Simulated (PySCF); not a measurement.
A structure optimised at r2SCAN-D4/def2-SVP, used in a PySCF frequency run:

```xyz
13

C      2.2157     0.5098    -1.1076
O      1.8814     0.4753     0.2674
Si     0.4688    -0.0663     0.8900
F      0.3616    -1.6777     0.7235
O     -0.8075     0.5635     0.0709
Si    -2.2253     0.1833    -0.7179
H      1.4298     1.0092    -1.7012
H      2.3692    -0.5075    -1.5080
H      3.1526     1.0742    -1.2227
H      0.4449     0.2752     2.3189
H     -3.0988    -0.6535     0.1551
H     -2.9202     1.4572    -1.0476
H     -1.9271    -0.5615    -1.9759
```

Question: Write its SMILES and formula.

Answer: CO[Si@H](F)O[SiH3], CH7FO2Si2

Question: What are its rotational constants (standard atomic weights)?

Answer: 3.4741, 1.4110, 1.1856 GHz
